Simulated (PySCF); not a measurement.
A calculated (UHF, PySCF 2.14, def2-TZVP, no relativity, point nucleus) atom or ion has these occupied shells.

| shell | electrons | orbital energy (eV) | rms radius, mean of both spins (bohr) |
| --- | --- | --- | --- |
| 1s α | 1 | -2200.9 | 0.120 |
| 1s β | 1 | -2200.6 | 0.120 |
| 2s α | 1 | -228.52 | 0.561 |
| 2s β | 1 | -228.23 | 0.561 |
| 2p α | 3 | -171.10 | 0.539 |
| 2p β | 3 | -170.56 | 0.539 |
| 3s α | 1 | -40.050 | 1.90 |
| 3s β | 1 | -37.058 | 1.90 |
| 3p α | 1 | -29.973 | 2.13 |

(1) Name the element and its charge.

Answers

(1) P²⁺ (phosphorus, charge +2), in [Ne] 3s2 3p1, 2P determinant.
